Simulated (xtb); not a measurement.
HFSi, charge +1, doublet, from a rough starting geometry (a state made from the parent by changing its charge; the spin is typed, not shown lowest); GFN2-xTB in xtb.

Input for xtb:
```
$ xtb mol.xyz --gfn 2 --chrg 1 --uhf 1 --opt vtight --json

# file mol.xyz
3

Si    -0.05676350    -0.06847789     0.69336401
H     -0.64867445    -0.84790645    -0.30018668
F      0.72082121     0.95538525    -0.41590285
```

What the program printed (banner, timings and long lists left out):

```
   ID    Z sym.   atoms
    1   14 Si     1
    2    1 H      2
    3    9 F      3

           -------------------------------------------------
          |                Calculation Setup                |
           -------------------------------------------------

           -------------------------------------------------
          |                 G F N 2 - x T B                 |
           -------------------------------------------------

          ...................................................
          :                      SETUP                      :
          :.................................................:
          :  # basis functions                  15          :
          :  # atomic orbitals                  14          :
          :  # shells                            6          :
          :  # electrons                        11          :
          :  max. iterations                   250          :
          :  Hamiltonian                  GFN2-xTB          :
          :  restarted?                      false          :
          :  GBSA solvation                  false          :
          :  PC potential                    false          :
          :  electronic temp.          300.0000000     K    :
          :  accuracy                    1.0000000          :
          :  -> integral cutoff          0.2500000E+02      :
          :  -> integral neglect         0.1000000E-07      :
          :  -> SCF convergence          0.1000000E-05 Eh   :
          :  -> wf. convergence          0.1000000E-03 e    :
          :  Broyden damping             0.4000000          :
          :  net charge                          1          :
          :  unpaired electrons                  1          :
          ...................................................

 iter      E             dE          RMSdq      gap      omega  full diag
   1     -6.4321437 -0.643214E+01  0.126E+01    2.36       0.0  T
   2     -6.4744875 -0.423438E-01  0.962E+00    2.11       1.0  T
   3     -6.4801063 -0.561873E-02  0.472E+00    2.05       1.0  T
   4     -6.4799740  0.132280E-03  0.135E+00    2.04       1.0  T
   5     -6.4792733  0.700723E-03  0.810E-01    2.20       1.0  T
   6     -6.4804865 -0.121318E-02  0.154E-01    2.15       1.0  T
   7     -6.4805245 -0.380790E-04  0.518E-02    2.15       1.1  T
   8     -6.4805278 -0.323422E-05  0.104E-02    2.15       5.6  T
   9     -6.4805279 -0.124389E-06  0.433E-03    2.14      13.3  T
  10     -6.4805279 -0.259053E-07  0.734E-04    2.14      78.7  T
  11     -6.4805279 -0.251334E-09  0.487E-04    2.14     118.7  T

   *** convergence criteria satisfied after 11 iterations ***

         :::::::::::::::::::::::::::::::::::::::::::::::::::::
         ::                     SUMMARY                     ::
         :::::::::::::::::::::::::::::::::::::::::::::::::::::
         :: total energy              -6.459103712050 Eh    ::
         :: gradient norm              0.095957822382 Eh/a0 ::
         :: HOMO-LUMO gap              2.144814649505 eV    ::
         ::.................................................::
         :: SCC energy                -6.480527912578 Eh    ::
         :: -> isotropic ES            0.160955093878 Eh    ::
         :: -> anisotropic ES         -0.004011439807 Eh    ::
         :: -> anisotropic XC         -0.005148914261 Eh    ::
         :: -> dispersion             -0.000459966862 Eh    ::
         :: repulsion energy           0.021424200529 Eh    ::
         :: add. restraining           0.000000000000 Eh    ::
         :: total charge               1.000000000000 e     ::
         :::::::::::::::::::::::::::::::::::::::::::::::::::::

      -----------------------------------------------------------
     |                   =====================                   |
     |                        A N C O P T                        |
     |                   =====================                   |
[...]
 * total energy  :    -6.4591037 Eh     change       -0.5172165E-09 Eh
 * total energy  :    -6.4677629 Eh     change       -0.8659193E-02 Eh
 * total energy  :    -6.4724343 Eh     change       -0.4671437E-02 Eh
 * total energy  :    -6.4729957 Eh     change       -0.5613295E-03 Eh
 * total energy  :    -6.4734174 Eh     change       -0.4217494E-03 Eh
 * total energy  :    -6.4736286 Eh     change       -0.2111313E-03 Eh
 * total energy  :    -6.4736505 Eh     change       -0.2199076E-04 Eh
 * total energy  :    -6.4736508 Eh     change       -0.2440933E-06 Eh
 * total energy  :    -6.4736509 Eh     change       -0.7686695E-07 Eh
   *** GEOMETRY OPTIMIZATION CONVERGED AFTER 9 ITERATIONS ***
         :: total energy              -6.473650864313 Eh    ::
[...]
         2        2.0000           -0.9455277             -25.7291
         3        2.0000           -0.8184000             -22.2698
         4        2.0000           -0.8155611             -22.1925
         5        2.0000           -0.8023006             -21.8317
         6        1.0000           -0.6500121             -17.6877 (HOMO)
         7                         -0.5823261             -15.8459 (LUMO)
         8                         -0.4918835             -13.3848
         9                         -0.4473421             -12.1728
        10                         -0.4018303             -10.9344
        11                         -0.3642563              -9.9119
        12                         -0.3251915              -8.8489
        13                          0.3230520               8.7907
        14                          0.5618385              15.2884
      -------------------------------------------------------------
                  HL-Gap            0.0676861 Eh            1.8418 eV
             Fermi-level           -0.6711627 Eh          -18.2633 eV

     #   Z          covCN         q      C6AA      α(0)
     1  14 Si       1.624     0.752   170.164    27.749
     2   1 H        0.918     0.247     0.888     1.474
     3   9 F        0.705     0.000     9.369     3.614

 Mol. C6AA /au·bohr⁶  :        277.745269
 Mol. C8AA /au·bohr⁸  :      15501.811255
 Mol. α(0) /au        :         32.837406

Wiberg/Mayer (AO) data.
largest (>0.10) Wiberg bond orders for each atom

 ---------------------------------------------------------------------------
     #   Z sym  total        # sym  WBO       # sym  WBO       # sym  WBO
 ---------------------------------------------------------------------------
     1  14 Si   2.366 --     3 F    1.524     2 H    0.842
     2   1 H    0.913 --     1 Si   0.842
     3   9 F    1.594 --     1 Si   1.524
 ---------------------------------------------------------------------------

Topologies differ in total number of bonds
Writing topology from bond orders to xtbtopo.mol

molecular dipole:
                 x           y           z       tot (Debye)
 q only:       -0.374      -0.480       0.619
   full:       -0.485      -0.627       0.572       2.486
molecular quadrupole (traceless):
                xx          xy          yy          xz          yz          zz
 q only:       -0.294       1.042       0.273       0.211       0.289       0.021
  q+dip:       -0.315       1.380       0.436       0.662       0.882      -0.121
   full:        0.585      -0.645       0.208       0.785       1.044      -0.793

           -------------------------------------------------
          |                Geometry Summary                 |
           -------------------------------------------------

      molecular mass/u    :       48.0918426
   center of mass at/Å    :        0.2941609       0.3935915       0.1710185
  moments of inertia/u·Å² :        0.1531401E+01   0.2961877E+02   0.3115018E+02
rotational constants/cm⁻¹ :        0.1100798E+02   0.5691536E+00   0.5411729E+00

 * 2 selected distances

     #   Z          #   Z                                           value/Å
     1  14 Si       2   1 H                                       1.4631061 (min)
     1  14 Si       3   9 F                                       1.5655374 (max)

 * 2 distinct bonds (by element types)

   Z      Z             #   av. dist./Å        max./Å        min./Å
   1 H   14 Si          1     1.4631061     1.4631061     1.4631061
   9 F   14 Si          1     1.5655374     1.5655374     1.5655374

optimized geometry written to: xtbopt.xyz

           -------------------------------------------------
          | TOTAL ENERGY               -6.473650864313 Eh   |
          | GRADIENT NORM               0.000002821430 Eh/α |
          | HOMO-LUMO GAP               1.841831490416 eV   |
           -------------------------------------------------

normal termination of xtb
```
